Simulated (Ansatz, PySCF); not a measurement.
Gas-phase reaction in SMILES: C[Si](C)(C)[SiH](Cl)Cl + 6 [H][H] (H2) -> 3 C (CH4) + 2 Cl (HCl) + 2 [SiH4] (SiH4)
Geometries: B3LYP-D3(BJ)/def2-TZVP minima from Ansatz (a quantum-chemistry and plane-wave program), one conformer each, not searched for the lowest. Frequencies are from Ansatz or PySCF.

Wanted: energy of full hydrogenation (enthalpy at 298 K, with B3LYP-D3(BJ) rigid-rotor harmonic-oscillator terms), in kJ/mol. Correlated levels leave the core frozen unless marked. No spin-orbit coupling. No relativistic terms. CBS marks a two-point X^-3 extrapolation of the correlation energy; Hartree-Fock from the larger set. [CCSD(T)-MP2]/basis is that difference in the basis named.

```json
[
 {"level": "HF/6-31G", "program": "Ansatz", "energy of full hydrogenation (kJ/mol)": "-18.2"}
]
```

### Question
Estimate the value at RI-MP2/CBS(aug-cc-pV(T+d)Z,aug-cc-pV(Q+d)Z)+[CCSD(T)-MP2]/aug-cc-pV(T+d)Z as computed with Ansatz.

### Answer
110.4 kJ/mol, so HF/6-31G differs from it by -128.6 kJ/mol.
